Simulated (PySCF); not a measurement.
## Calculated NMR parameters of diallyl carbonate

| Property | Result |
| --- | --- |
| Formula | C7H10O3 |
| SMILES | C=CCOC(=O)OCC=C |
| InChI | InChI=1S/C7H10O3/c1-3-5-9-7(8)10-6-4-2/h3-4H,1-2,5-6H2 |
| Point group of the computed structure | C1 |
| Degrees of unsaturation | 3 |
| Carbon signals | 4 |
| Proton signals | 4 |

Bonds (- single, = double, # triple, : aromatic): C1=C2, C2-C3, C3-O4, O4-C5, C5=O6, C5-O7, O7-C8, C8-C9, C9=C10. C1 carries H11, H12; C2 carries H13; C3 carries H14, H15; C8 carries H16, H17; C9 carries H18; C10 carries H19, H20. H12 is cis to C3; H20 is cis to C8; H11 is trans to C3; H19 is trans to C8.

Level of theory: GIAO PBE0/pcSseg-1 shieldings, GFN2-xTB structure, in PySCF 2.14 (gas phase, one conformer, relativity neglected, averaged over atoms made equivalent by symmetry, fast rotation or ring inversion).

Chemical shifts δ = σref − σ; 1H, 13C vs TMS; H2O for 17O, all at this level.

```tsv
carbon	δC, type	δH (multiplicity)	HMBC from (2–3 bonds)	span of the C tensor (ppm)
C1/C10	126.3, CH2	H11 5.60 (m); H12 5.69 (m)	H13/H18, H14/H15/H16/H17	218
C2/C9	142.5, CH	6.24 (m)	H12/H20, H11/H19, H14/H15/H16/H17	229
C3/C8	73.0, CH2	4.77 (d)	H13/H18, H12/H20, H11/H19	60
C5	162.4, C	–	H14/H15/H16/H17	146
```

Other nuclei:
| atoms | nucleus | environment | δ (ppm) | σ (ppm) |
| --- | --- | --- | --- | --- |
| O6 | 17O | ester carbonyl oxygen | 308.8 | 27.3 |
| O4/O7 | 17O | ester alkoxy oxygen | 169.0 | 167.1 |

- Carbon types of the structure: 1 × C, 2 × CH, 4 × CH2, which accounts for all hydrogens.
- δC 162.4: carbonate carbon; it is a carbonyl in resonance with an O or N lone pair, the region of acids, esters and amides.
- δC 142.5: alkene CH; an sp2 carbon of a C=C bond.
- δC 126.3: terminal =CH2 carbon; the olefinic region.
- δC 73.0: allylic sp3 CH2 bonded to O; pulled downfield by the heteroatom.
- δH 6.24: hydrogen on an alkene CH; attached to an sp2 carbon and in the plane of the double bond.

Shifts are as computed. Against solution values, carbons near 30 ppm lie about +3 ppm off and those near 130 ppm about +5 ppm. Of 1211 compounds with measured shifts, 218 miss one by over three times the rms of a fit or turn the order of signals round; such compounds aren't used in these exercises. Unscaled 17O shifts of doubly bonded oxygen tend to come out too high, by tens of ppm or more. Experimental scales use liquid or dissolved standards, which lie at an offset from isolated H2O (liquid H2O: subtract about 36 ppm). Multiplicities follow the n + 1 count of equivalent neighbours, as no J values were calculated; m marks all less simple cases, F and P coupling included.
